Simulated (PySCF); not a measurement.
C3H6BClO, SMILES ClB(CC=C)O. Geometry optimised at PBE-D3(BJ)/def2-SVP. Other conformers were not sampled.

Computed equilibrium geometry at PBE-D3(BJ)/def2-SVP (PySCF confirms it by a frequency run) as bond lengths and angles (one conformer of several):
Atoms: B1 C2 C3 C4 H5 H6 H7 H8 H9 Cl10 O11 H12. Bond lengths (Å): B1–C2 1.587, B1–Cl10 1.781, B1–O11 1.358, C2–C3 1.506, C2–H5 1.115, C2–H6 1.112, C3–C4 1.345, C3–H7 1.105, C4–H8 1.103, C4–H9 1.101, O11–H12 0.975. Angles (°): C2–B1–Cl10 119.5, C2–B1–O11 124.9, Cl10–B1–O11 115.6, B1–C2–C3 111.6, B1–C2–H5 106.8, B1–C2–H6 111.4, C3–C2–H5 109.4, C3–C2–H6 110.4, H5–C2–H6 107.0, C2–C3–C4 125.5, C2–C3–H7 115.3, C4–C3–H7 119.1, C3–C4–H8 121.7, C3–C4–H9 121.3, H8–C4–H9 117.0, B1–O11–H12 111.8.
Charge 0, spin multiplicity 1.
